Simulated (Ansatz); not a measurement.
Ansatz (a quantum-chemistry and plane-wave program) input:

Ansatz 0.2 input:
```yaml
crystal:
  periodic: [false, false, false]
  atoms:
    - {symbol: C, position_ang: [-2.22440187, -0.23985458, -0.08191542]}
    - {symbol: C, position_ang: [-0.86095405, -0.20643131, 0.09304110]}
    - {symbol: C, position_ang: [-0.07375060, -0.93278432, 1.01289924]}
    - {symbol: C, position_ang: [1.29330875, -0.65604130, 0.92121193]}
    - {symbol: C, position_ang: [1.59763833, 0.27157093, -0.05021260]}
    - {symbol: S, position_ang: [0.19122796, 0.82495043, -0.87624306]}
    - {symbol: H, position_ang: [-2.83177663, -0.88724844, 0.53473944]}
    - {symbol: H, position_ang: [-2.72154007, 0.36618724, -0.82462286]}
    - {symbol: H, position_ang: [-0.51201951, -1.63081642, 1.71141496]}
    - {symbol: H, position_ang: [2.04494407, -1.11806706, 1.54527437]}
    - {symbol: H, position_ang: [2.56970138, 0.65198135, -0.31706246]}
basis:
  gaussian:
    orbitals: def2-TZVP
hamiltonian:
  xc: b3lyp
  dispersion: d3bj
magnetization: {spin_polarized: true, initial_magnetization: 1}
phonons: {temperatures: {t_min: 298.15, t_max: 298.15, t_step: 100}}
```

Predict the final energy.

-591.80453 Eh (B3LYP-D3(BJ)/def2-TZVP). The basis has 222 functions.

It need not be the lowest isomer of its formula.
